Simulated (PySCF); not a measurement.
## Calculated properties of `CCc1sc(=S)sc1Cl`

C5H5ClS3.
Bonds: C1–C2, C2–C3, C3–S4, S4–C5, C5–S6 (double), C5–S7, S7–C8, C8–Cl9, C3–C8 (double). Hydrogens: H10, H11, H12 on C1; H13, H14 on C2.

Among its groups: thiocarbonyl and C–Cl bond.

**GFN2-xTB geometry**

| Quantity | Value |
| --- | --- |
| Point group of the GFN2-xTB geometry | C1 |
| Rotational constants A, B, C of the GFN2-xTB geometry | 1.371, 0.640, 0.455 GHz |

CAM-B3LYP/def2-SVPD ground state and vertical TDDFT (core frozen in the response) (PySCF):

| Quantity | Value |
| --- | --- |
| Dipole moment | 4.19 D |
| HOMO energy | -7.60 eV |
| LUMO energy | -1.16 eV |
| HOMO–LUMO gap | 6.44 eV |
| Lowest singlet excitation | 2.95 eV (421 nm, f = 0.000) |
| Strongest line among the 8 lowest singlet transitions | S2 at 3.81 eV (325 nm, f = 0.194) |
| Lowest triplet excitation (Tamm–Dancoff) | 2.38 eV |
| Static isotropic polarisability | 137.1 au |
| Electronic spatial extent ⟨r²⟩ about the centre of nuclear charge | 2312 bohr² |

Monoisotopic mass (most abundant isotopes): 195.9242 u.

With B = h/(8π²I), that is 505.379 GHz u Å² over I, the principal moments of inertia are 368.7, 789.3 and 1111.1 u Å² (most abundant isotopes); the inertial defect Ic − Ia − Ib is -46.9 u Å² (zero for a rigid planar frame, negative otherwise). The rotational constants make it an asymmetric top with κ = (2B − A − C)/(A − C) = -0.60, nearer the prolate limit (−1). The dipole equals about 14.0 × 10⁻³⁰ C·m (1 D = 3.33564 × 10⁻³⁰ C·m). S1 lies 3.49 eV below the HOMO–LUMO gap; its leading configuration is HOMO−1→LUMO, weight 0.99.

Isolated species at its GFN2-xTB geometry (one conformer only).

For the TDDFT job (CAM-B3LYP/def2-SVPD), time: 84 s wall (with the writing of density and orbital grids); peak memory 1.1 GiB. Hardware: one thread, Arm Neoverse V1 (aarch64), no GPU, shared host with 32 logical CPUs at a one-minute load of 15.

Shape of the structure used: `[CH3:1][CH2:2][c:3]1[s:4][c:5](=[S:6])[s:7][c:8]1[Cl:9]`: C1–C2–C3–S4 83°.
